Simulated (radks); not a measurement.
The numbers below are computed, except where a source is named.
The arsenic ion As21+, 12 electrons, occupied as [Ne] 3s2.

Level of theory: scalar-relativistic Kohn-Sham, r2SCAN, spin-polarised, spherical densities, finite nucleus; meta-GGA in the generalised Kohn-Sham scheme; Fermi nuclear charge, rms radius 4.0968 fm (a radial shooting solver on a logarithmic mesh with Libxc functionals).

Energy parts (hartree):
part                       energy
total                 -1997.22612
kinetic                2041.10703
electron-nucleus      -4347.25486
Hartree                 365.50171
exchange-correlation    -56.58000

Orbitals (lengths in bohr, moments of r in powers of bohr; r(90%) holds 90 % of the orbital's charge):
1s: occ. 2; eigenvalue (hartree) -465.3215; r(90%) 0.0813
2s: occ. 2; eigenvalue (hartree) -87.01367; r(90%) 0.307
2p: occ. 6; eigenvalue (hartree) -80.44529; r(90%) 0.282
3s: occ. 2; eigenvalue (hartree) -32.77855; r(90%) 0.723
3p: occ. 0; eigenvalue (hartree) -30.66849; r(90%) 0.719
4s: occ. 0; eigenvalue (hartree) -16.39668; r(90%) 1.31

The highest occupied level is 3s at -891.95 eV. The electron density at the nucleus is 3.631e+04 e/bohr^3 (large components only). For comparison, the ionisation energy in NIST's Atomic Spectra Database is 912 eV (semi-empirical). In exact Kohn-Sham theory the highest level is minus the ionisation energy, but local and semilocal functionals leave it too shallow, through self-interaction and a potential that decays too fast; potentials with the right tail come closer.
